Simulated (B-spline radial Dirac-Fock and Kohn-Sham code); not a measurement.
Gd³⁺: non-radiative channels of the N2 vacancy

System: the Gd³⁺ ion, 1s2 2s2 2p6 3s2 3p6 3d10 4s2 4p6 4d10 4f6 5s2 5p6 6s1 (an excited configuration).

Level of theory: one-electron (LDA, Dirac) transition rates at Dirac-Fock energies; an atomic code on a B-spline grid. Kinetic energies are configuration averages from the vacuum level; the two-hole energies are estimated from single-hole states.

```csv
transition,kinetic energy (eV),width (meV),share (%)
N2-N4O1,–,595,8.8
N2-N5O1,–,91.8,1.4
N2-N4O2,77.17,426,6.3
N2-N4O3,82.54,798,11.8
N2-N5O2,82.76,385,5.7
N2-N4N7,86.55,2300,34.1
N2-N4N6,86.72,1090,16.1
N2-N5O3,88.37,92.4,1.4
N2-N5N6,91.61,287,4.3
N2-N5N7,93.09,75.1,1.1
N2-N4P1,123.7,58.4,0.9
N2-O1O2,–,25.6,0.4
N2-N6O1,–,27.3,0.4
N2-O2O3,220.5,45.9,0.7
N2-N6O2,228.5,105,1.6
N2-N7O2,229.2,171,2.5
N2-N6O3,233.9,34.1,0.5
N2-N6N7,238.5,62.7,0.9
```

A dash stands for an energy that rests on an unreliable hole state.

Coster-Kronig rates are the weakest part of this model and often come out 1.5 to 2.5 times too large. Super-Coster-Kronig decay this fast strains the one-particle picture, and such widths tend to come out too large. The listed channels hold 99 % of the non-radiative rate. Summed by principal shells, of 6.75 eV in all: NNN 56.7 %, NNO 40.8 %, NOO 1.4 %, NNP 1.0 %.

Values without a named source are computed, but for edge energies of neutral atoms, which are taken from tables.
